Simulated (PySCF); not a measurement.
Computed shifts of a molecule C₂H₆OSi, B3LYP/pcSseg-1 run with PySCF, GIAO, gas phase, equivalent atoms averaged, in ppm (number of nuclei): ¹³C: 247.3 (1), -9.3 (1). ²⁹Si: -53.4 (1). ¹H: 12.39 (1), 4.47 (2), 0.58 (3). References: ¹³C against TMS (σ = 181.3 ppm); ²⁹Si against TMS (σ = 338.7 ppm); ¹⁷O against H2O (σ = 333.8 ppm); ¹H against TMS (σ = 31.68 ppm), references at their B3LYP-D3(BJ)/def2-TZVP geometries, non-relativistic. Geometry optimised at B3LYP-D3(BJ)/def2-SVP. One conformer was computed; it need not be the lowest.

Question: Which structure fits?
A. C1OC[SiH2]1
B. C[SiH2]C=O
C. O=CC[SiH3]
D. C=C[SiH2]O

Answer: B, C[SiH2]C=O
